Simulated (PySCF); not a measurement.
# BeSe: energy against distance

Set-up: PySCF, scalar-relativistic core potentials, basis sets Be cc-pVDZ, Se cc-pVDZ-PP with ECP10. Energies in eV from Be + Se in their ground configurations at the same level. State: ¹Σ⁺ (singlet), closed shell.

All columns are PBE0. A positive dipole means Be(−)Se(+).

```tsv
R (Å)	E (eV)	μ (D)	Mulliken charge on Be (basis-dependent)	HOMO (eV)	LUMO (eV)	Mayer bond order	⟨S²⟩
1.613	-1.778	-4.10	-0.05	-6.96	-3.39	2.70	0.00
1.688	-2.387	-4.29	0.01	-6.80	-3.54	2.63	0.00
1.763	-2.728	-4.46	0.07	-6.67	-3.70	2.57	0.00
1.820	-2.851	-4.57	0.10	-6.58	-3.81	2.52	0.00
1.876	-2.885	-4.67	0.14	-6.50	-3.92	2.47	0.00
1.932	-2.850	-4.76	0.17	-6.43	-4.03	2.42	0.00
2.007	-2.721	-4.86	0.20	-6.34	-4.17	2.35	0.00
2.101	-2.471	-4.95	0.24	-6.26	-4.32	2.26	0.00
2.214	-2.093	-5.02	0.27	-6.17	-4.48	2.13	0.00
2.364	-1.540	-5.06	0.30	-6.09	-4.65	1.94	0.00
```

A fit through these points gives, at Re = 1.873 Å, μ = -4.67 D and dμ/dR = -1.67 D/Å; the reduced mass is 8.099 u.

Task: How strong is the fundamental in the double-harmonic approximation, I = 42.26·(dμ/dR)²/μred km/mol?

Result: I = 42.26·(-1.67)²/8.099 = 14.6 km/mol at PBE0.
